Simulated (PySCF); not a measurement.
benzenedithiol (C₆H₆S₂), SMILES Sc1ccc(S)cc1.

Geometry optimised at PBE-D3(BJ)/def2-SVP. The values are those of a single conformer.

Calculation: PBE-D3(BJ)/def2-SVP (PySCF 2.14.0).

Frequencies are harmonic and unscaled.

```csv
mode,ν (cm⁻¹),IR (km/mol),moving atoms (share of kinetic energy)
1,90,6.1,"S 51 %, C 36 %, H 12 %"
2,111,0.0,H 91 %
3,115,30.4,"H 87 %, C 11 %"
4,198,0.0,"S 49 %, C 42 %, H 9 %"
5,284,0.0,"C 81 %, H 11 %"
6,322,3.4,"C 64 %, H 20 %, S 16 %"
7,324,0.0,"S 85 %, C 12 %"
8,396,0.0,"C 71 %, H 29 %"
9,481,19.9,"C 67 %, H 32 %"
10,531,11.7,"S 50 %, C 44 %"
11,624,0.1,C 93 %
12,702,0.0,"C 80 %, H 20 %"
13,739,0.0,"C 85 %, S 9 %"
14,784,20.1,"H 68 %, C 32 %"
15,801,11.0,"H 72 %, C 28 %"
16,891,14.5,H 88 %
17,905,1.1,H 91 %
18,917,0.0,"H 72 %, C 28 %"
19,937,0.0,"H 72 %, C 28 %"
20,989,13.7,"C 77 %, H 22 %"
21,1093,3.4,"C 72 %, H 26 %"
22,1103,76.4,"C 56 %, H 42 %"
23,1104,3.8,"H 61 %, C 38 %"
24,1164,0.0,"H 88 %, C 12 %"
25,1267,0.2,"H 79 %, C 21 %"
26,1339,15.6,"C 90 %, H 10 %"
27,1410,1.3,"C 83 %, H 17 %"
28,1459,85.0,"C 63 %, H 37 %"
29,1565,0.1,C 94 %
30,1605,0.1,C 93 %
31,2623,0.3,H 97 %
32,2623,2.2,H 97 %
33,3107,8.2,H 92 %
34,3112,1.9,"H 92 %, C 8 %"
35,3122,8.4,"H 91 %, C 9 %"
36,3127,1.8,"H 91 %, C 9 %"
```
